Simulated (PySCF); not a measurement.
Gas-phase reaction: InCl₂ + 2 HCl → InH₂Cl + 3 Cl

Energies from PySCF, thermal terms from the rigid-rotor harmonic-oscillator model, ideal gas at 1 bar. † marks an energy on the PBE0/def2-TZVP geometry and frequencies; other levels use their own. MP2 and CCSD(T) freeze the core. Open shells (unrestricted): InCl₂ (multiplicity 2), Cl (multiplicity 2); the rest are closed-shell singlets. Spin-orbit splitting is ignored; it lowers the true energy and changes the entropy of Cl. In: scalar-relativistic def2 core potential, no spin-orbit coupling. InCl₂, InH₂Cl: computed as isolated molecules; such fragments, hydroxides, amides, oligomers or adducts are transient or little studied in the gas. MP2 isn't extrapolated to the basis-set limit. CCSD(T) isn't extrapolated to the basis-set limit.

M06-2X/def2-TZVP† gives ΔH°(298 K) = 695 kJ.

Q: What do PBE0/def2-TZVP, MP2/def2-SVP†, CCSD(T)/def2-SVP† give?

A: PBE0/def2-TZVP: 679 kJ; MP2/def2-SVP†: 636 kJ; CCSD(T)/def2-SVP†: 605 kJ. For scale, ΔH°(298 K) is 695 kJ at this level, 675 kJ at ωB97M-V/def2-TZVP†, and runs from 479 to 793 kJ over the 18 levels computed.
